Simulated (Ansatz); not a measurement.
One change: `BCC=C=NC` becomes `C=C=NC`.

Ansatz, PBE0-D4/def2-TZVP geometries, multiplicity 1. Each molecule was computed in one conformer, which needn't be the lowest.

```
                                          property  `BCC=C=NC`
                HOMO energy (PBE0/def2-TZVPP) / eV       -6.22
                LUMO energy (PBE0/def2-TZVPP) / eV       -1.32
               HOMO–LUMO gap (PBE/def2-TZVPP) / eV        2.74
           HOMO–LUMO gap (ωB97M-V/def2-TZVPP) / eV        8.98
size of the dipole moment (ωB97M-V/def2-TZVPP) / D        1.76
             HOMO energy (ωB97M-V/def2-TZVPP) / eV       -8.38
```

Problem. Give the same properties after the change, and the shifts. (Estimate.)

Solution. Ansatz gave: 
| property | `C=C=NC` | shift |
| --- | --- | --- |
| HOMO energy (PBE0/def2-TZVPP) / eV | -6.61 | -0.39 |
| LUMO energy (PBE0/def2-TZVPP) / eV | 0.19 | 1.51 |
| HOMO–LUMO gap (PBE/def2-TZVPP) / eV | 4.52 | 1.78 |
| HOMO–LUMO gap (ωB97M-V/def2-TZVPP) / eV | 11.19 | 2.21 |
| size of the dipole moment (ωB97M-V/def2-TZVPP) / D | 1.40 | -0.36 |
| HOMO energy (ωB97M-V/def2-TZVPP) / eV | -8.80 | -0.42 |

With PBE0 the HOMO falls by 0.39 eV and the LUMO rises by 1.51 eV, so the gap widens by about 1.90 eV. PBE moves the HOMO by -0.34 eV and ωB97M-V by -0.42 eV. Dipoles are sizes alone; their direction can turn.
